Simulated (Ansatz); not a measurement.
The cluster Si2O4⁻. Total charge -1; doublet. Geometry PBE0-D4/def2-SVP, that of the neutral singlet; atoms count from 1.

Cartesian coordinates in Å:
```
Si -0.7860 -0.6129 0.6663
Si 0.7860 0.6129 -0.6663
O 0.7691 -0.0143 0.8941
O -0.7691 0.0142 -0.8941
O 1.7774 1.3860 -1.5067
O -1.7774 -1.3860 1.5068
```

The structure comes from a short search, and lower isomers may exist.

Estimate the Mulliken populations from the PBE0/def2-TZVPD orbitals of Ansatz.


```
atom  charge (e)  spin (α − β)
 Si1        0.11          0.79
 Si2        0.11          0.79
  O3       -0.04         -0.22
  O4       -0.04         -0.22
  O5       -0.57         -0.07
  O6       -0.57         -0.07
```
Mulliken values depend strongly on the basis. With diffuse functions, as here, like atoms can get unlike values, and bond orders can come out too low or too high.

Where does the spin sit?

Summed by element: Si 1.58, O -0.58, of 1 unpaired in all. Largest on single atoms: Si1 0.79, Si2 0.79, O4 -0.22.

And the Mayer bond orders between heavy atoms (over 0.3)?

Si1–Si2 1.47 (2.40 Å); Si1–O3 0.61 (1.68 Å); Si1–O4 0.61 (1.68 Å); Si1–O6 1.71 (1.51 Å); Si2–O3 0.61 (1.68 Å); Si2–O4 0.61 (1.68 Å); Si2–O5 1.71 (1.51 Å).
